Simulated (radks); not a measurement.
Values are calculated unless marked as measured or tabulated.
Mean orbital radii <r> (bohr) of the erbium ion Er3+, [Xe] 4f11, at several levels of relativity; Dirac values are averaged over j with weights 2j + 1. Spin-unpolarised spherical Kohn-Sham, PBEsol, point nucleus unless stated (finite: rms radius 5.2516 fm), a radial shooting solver on a logarithmic mesh with Libxc functionals. A level marked "c x" has the speed of light scaled by that factor and shares open shells by 2j + 1; other Dirac levels either fill j = l - 1/2 first or share by 2j + 1.

shell,non-rel.,"Dirac, low j first","Dirac, 2j+1 shares, finite nucleus","Dirac, c x 3","change of magnitude, last against first (%)"
1s,0.02230,0.02037,0.02038,0.02210,-0.90
2s,0.09462,0.08591,0.08592,0.09370,-0.98
2p,0.08015,0.07633,0.07633,0.07974,-0.51
3s,0.2426,0.2250,0.2250,0.2407,-0.77
3p,0.2324,0.2238,0.2238,0.2314,-0.40
3d,0.2051,0.2039,0.2039,0.2049,-0.07
4s,0.5453,0.5078,0.5078,0.5413,-0.73
4p,0.5562,0.5376,0.5376,0.5542,-0.36
4d,0.5837,0.5826,0.5825,0.5835,-0.03
5s,1.324,1.229,1.229,1.314,-0.75
5p,1.474,1.430,1.430,1.469,-0.32
4f,0.7361,0.7679,0.7671,0.7392,+0.42
